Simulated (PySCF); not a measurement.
Can point charges reproduce the dipole moment of `C[SiH]1CC1`?

Coordinates (PBE0-D3(BJ)/def2-SVP, Å) and charges (e) from the PBE0/pcSseg-1 density (PySCF):

```json
{"atom": "C1", "x": "1.848", "y": "0.198", "z": "-0.257", "Mulliken": "-0.6243", "IAO": "-0.7068", "Hirshfeld": "-0.2033", "ESP-fitted": "-0.7044"}
{"atom": "Si2", "x": "0.251", "y": "-0.226", "z": "0.617", "Mulliken": "+0.6189", "IAO": "+0.8145", "Hirshfeld": "+0.3286", "ESP-fitted": "+0.3736"}
{"atom": "C3", "x": "-1.242", "y": "-0.762", "z": "-0.353", "Mulliken": "-0.4785", "IAO": "-0.5354", "Hirshfeld": "-0.1761", "ESP-fitted": "-0.4032"}
{"atom": "C4", "x": "-1.319", "y": "0.678", "z": "0.201", "Mulliken": "-0.4785", "IAO": "-0.5353", "Hirshfeld": "-0.1760", "ESP-fitted": "-0.3940"}
{"atom": "H5", "x": "2.497", "y": "-0.685", "z": "-0.355", "Mulliken": "+0.1487", "IAO": "+0.1583", "Hirshfeld": "+0.0463", "ESP-fitted": "+0.1921"}
{"atom": "H6", "x": "1.627", "y": "0.576", "z": "-1.267", "Mulliken": "+0.1449", "IAO": "+0.1593", "Hirshfeld": "+0.0492", "ESP-fitted": "+0.2145"}
{"atom": "H7", "x": "2.407", "y": "0.976", "z": "0.286", "Mulliken": "+0.1487", "IAO": "+0.1583", "Hirshfeld": "+0.0463", "ESP-fitted": "+0.1925"}
{"atom": "H8", "x": "0.394", "y": "-0.756", "z": "1.999", "Mulliken": "-0.0690", "IAO": "-0.1123", "Hirshfeld": "-0.0733", "ESP-fitted": "-0.0513"}
{"atom": "H9", "x": "-1.936", "y": "-1.490", "z": "0.081", "Mulliken": "+0.1488", "IAO": "+0.1518", "Hirshfeld": "+0.0401", "ESP-fitted": "+0.1407"}
{"atom": "H10", "x": "-1.170", "y": "-0.861", "z": "-1.443", "Mulliken": "+0.1458", "IAO": "+0.1479", "Hirshfeld": "+0.0389", "ESP-fitted": "+0.1532"}
{"atom": "H11", "x": "-2.066", "y": "0.867", "z": "0.980", "Mulliken": "+0.1488", "IAO": "+0.1518", "Hirshfeld": "+0.0401", "ESP-fitted": "+0.1367"}
{"atom": "H12", "x": "-1.285", "y": "1.485", "z": "-0.541", "Mulliken": "+0.1458", "IAO": "+0.1479", "Hirshfeld": "+0.0389", "ESP-fitted": "+0.1496"}
```

Problem. Compute μ = Σ q r for each scheme (1 e·Å = 4.803 D) and compare with the dipole of the full density.

Solution. The full density gives (0.76, 0.15, -0.28) D, 0.82 D in size; dipole vectors point from the negative to the positive end.

```csv
scheme,μx,μy,μz,size (D),share of the full size (%),angle to the full dipole (°)
Mulliken,1.02,-0.22,0.73,1.27,155,60
IAO,1.39,-0.29,0.94,1.71,208,58
Hirshfeld,0.86,-0.02,0.17,0.88,107,34
ESP-fitted,0.76,0.16,-0.33,0.84,103,3
```

Problem. Which set comes closest?

Solution. Length of the difference vector: ESP-fitted 0.05 D, Hirshfeld 0.49 D, Mulliken 1.11 D, IAO 1.45 D. Closest: ESP-fitted. ESP charges are fitted to the potential around the molecule, whose slowest-falling term is the dipole's. 

Problem. What is left for the Hirshfeld atoms' own dipoles?

Solution. The shares of the density sum to the whole, so what Σ q r misses lies in dipoles about the nuclei. The atomic dipoles sum to (0.76, 0.15, -0.28) − (0.86, -0.02, 0.17) = (-0.10, 0.17, -0.45) D, 0.49 D in size.

Problem. With the origin at the mean of the coordinates, (0.000, 0.000, -0.004) Å, which are the largest single terms, by size, of the ESP-fitted dipole along the direction of the full one?

Solution. C1 -6.17, C3 +2.26, C4 +2.19, H7 +2.12, H5 +2.11 D; all 12 atoms together +0.84 D. The single terms depend on the origin, their sum doesn't.

Problem. Give the size of the full dipole in other units.

Solution. 0.82 D = 0.323 au = 0.171 e·Å = 2.74 × 10⁻³⁰ C·m.

Geometry: PBE0-D3(BJ)/def2-SVP; no solvent, vibrations or thermal averaging.

The run behind these numbers computed NMR shieldings as well. Hardware: one thread, Arm Neoverse V1 (shared host). Cost: 8.3 s.
